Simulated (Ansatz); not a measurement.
C$_{4}$H$_{8}$Si (`C=C=C[SiH2]C`). Charge 0, multiplicity 1.

```xyz
13

C     1.437    0.449   -1.950
C     0.474   -0.272   -1.452
C    -0.483   -0.966   -0.911
Si   -1.049   -0.644    0.837
C    -0.083    0.757    1.599
H     1.228    1.369   -2.484
H     2.473    0.141   -1.855
H    -0.957   -1.750   -1.502
H    -0.884   -1.894    1.632
H    -2.506   -0.331    0.816
H    -0.418    0.941    2.622
H     0.984    0.524    1.623
H    -0.214    1.676    1.024
```

Give the diagnostics of a CCSD(T)/def2-TZVPP run (frozen core, Ansatz 0.2.0). (Estimate.)

Computed: T1 = 0.0117, largest single amplitude 0.014, largest double 0.075, (T) share of the correlation energy 4.3 %, 9 CCSD cycles. The RHF solution is stable towards an unrestricted one. T1 lies under the customary mark of 0.02 for closed shells.
